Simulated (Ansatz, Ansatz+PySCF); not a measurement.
```xyz
2

Cu    0.0000    0.0000   -0.8315
Cl    0.0000    0.0000    1.4184
```

RHF on singlet CuCl was run in several spherical basis sets with Ansatz (development build ahead of 0.2.0).

Problem. Rank the basis sets by the total energy that they give, lowest first, with the distance from the lowest.
A. cc-pVTZ
B. def2-TZVP
C. cc-pVDZ
D. 6-31G(d)
E. def2-SVP

Solution. A (0.00 eV), C (0.40 eV), B (1.36 eV), D (11.16 eV), E (12.02 eV).

Totals follow the description of the cores as much as that of the bonds, so this order isn't one of quality for chemistry.
